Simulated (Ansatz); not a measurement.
Ge3Sb2⁻, relaxed as a doublet with UKS r2SCAN-D4/def2-SVPD in Ansatz, starting from the GFN1-xTB geometry. Force threshold 0.02 eV/Å.

In the def2 sets Sb takes a core potential; there is no spin–orbit coupling. The structure comes from a short search, and lower isomers may exist.

Start:

Cartesian coordinates in Å:
```
Sb 1.8441 0.1605 0.7112
Sb -1.9696 -0.1888 -0.1297
Ge 0.0638 -1.6707 0.4045
Ge 0.3201 0.0720 -1.4833
Ge -0.2585 1.6269 0.4973
```

Question: Estimate the energy that the relaxation releases and the steps that it takes.

Answer: 0.27 eV, in 7 steps; 78 s on 4 threads of Arm Neoverse V1 on a shared host. The force fell under the threshold at step 5, but the optimiser went on. No frequencies were taken in this run, so the end may be a saddle point.

Question: Does the start keep its bonding and symmetry?

Answer: By distances, no bond broke or formed. The bond that changes most is Ge3–Ge4, from 2.58 to 2.76 Å (atoms count from 1). Point group C2v at the start, C2v at the end, both within 0.05 Å.

Question: Predict the relaxed structure.

Answer: 
Cartesian coordinates in Å:
```
Sb 1.902 0.166 0.711
Sb -2.022 -0.193 -0.154
Ge 0.053 -1.718 0.473
Ge 0.345 0.078 -1.597
Ge -0.278 1.667 0.567
```
Bond lengths: 6 × Ge–Sb 2.65 to 2.79 Å; 2 × Ge–Ge 2.76 Å.
